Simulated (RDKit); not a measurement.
Job for RDKit: UFF on HF (SMILES F).

```python
from rdkit import Chem
from rdkit.Chem import AllChem, rdDetermineBonds

blocks = [
'''2

F     0.53604699    0.01968501    0.24787363
H     0.65458952    0.24954340    1.14775097
''',
]
mol = None
for b in blocks:
    f = Chem.MolFromXYZBlock(b)
    rdDetermineBonds.DetermineBonds(f, charge=0)
    mol = f if mol is None else Chem.CombineMols(mol, f)
Chem.SanitizeMol(mol)
print(Chem.MolToSmiles(Chem.RemoveHs(mol)))
ff = AllChem.UFFGetMoleculeForceField(mol, vdwThresh=100.0, ignoreInterfragInteractions=False)
e = ff.CalcEnergy()
print(f'UFF energy {e:.6f} kcal/mol')
```

Output:

```
F
UFF energy 1.037733 kcal/mol
```

The run finished.

Cost: very roughly 0.010 core-seconds.
